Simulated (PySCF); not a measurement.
Cl3Ga, triplet, geometry from GFN2-xTB (such geometries of metal compounds can be far from the true shape) (a higher spin typed on purpose: for a closed-shell molecule this is an excited state). Base run: DF-TPSS/cc-pVTZ run with PySCF.

Here is a job for PySCF.
```python
from pyscf import gto, scf, dft

mol = gto.Mole()
mol.atom = '''
    Ga   -0.45767992    0.06399269    0.53548351
    Cl   -1.71403785   -1.30659704   -0.58862602
    Cl    0.69151346    1.64016877   -0.81695315
    Cl    1.85711718   -0.45026428    0.42910924
'''
mol.basis = 'cc-pvtz'
mol.spin = 2
mol.verbose = 4
mol.build()

mf = dft.UKS(mol)
mf.xc = 'tpss'
mf = mf.density_fit(auxbasis='def2-universal-jkfit')
mf.kernel()
```

Each row names what was changed in the base input (with any setting that the change needs).

```tsv
change	basis functions	E (Eh)	HOMO (eV)	dipole (D)	core-seconds (rough)
base	145	-3305.65630	-6.05	1.52	40
basis = LANL2DZ	32	-46.93576	-6.43	2.06	8
basis = pcseg-0	61	-3301.51637	-6.29	2.07	20
basis = pcseg-1	81	-3305.28861	-6.18	1.66	30
basis = cc-pVDZ	81	-3305.53688	-6.01	1.51	30
basis = def2-SV(P)	86	-3304.88551	-5.91	1.46	20
basis = 6-31G*	86	-3305.21755	-6.13	1.51	20
basis = def2-SVP	86	-3304.88551	-5.91	1.46	20
basis = aug-pcseg-1	117	-3305.29505	-6.12	1.58	30
basis = 6-311G**	(withheld)	(withheld)	(withheld)	(withheld)	30
basis = def2-TZVP	(withheld)	(withheld)	(withheld)	(withheld)	50
basis = aug-cc-pVTZ	(withheld)	(withheld)	(withheld)	1.55	60
basis = cc-pVQZ	(withheld)	(withheld)	(withheld)	1.55	80
```

Fill in the missing entries.


- basis = 6-311G**, basis functions: 122
- basis = 6-311G**, E (Eh): -3305.54672
- basis = 6-311G**, HOMO (eV): -6.21
- basis = 6-311G**, dipole (D): 1.69
- basis = def2-TZVP, basis functions: 159
- basis = def2-TZVP, E (Eh): -3305.59918
- basis = def2-TZVP, HOMO (eV): -6.03
- basis = def2-TZVP, dipole (D): 1.53
- basis = aug-cc-pVTZ, basis functions: 209
- basis = aug-cc-pVTZ, E (Eh): -3305.65874
- basis = aug-cc-pVTZ, HOMO (eV): -6.09
- basis = cc-pVQZ, basis functions: 245
- basis = cc-pVQZ, E (Eh): -3305.67042
- basis = cc-pVQZ, HOMO (eV): -6.06

Totals compare only among sets that treat the same electrons; sets with core potentials leave the core out.

Open shells are given as the SCF converged; they aren't shown to be the lowest states, and a large step between rows can be another state.
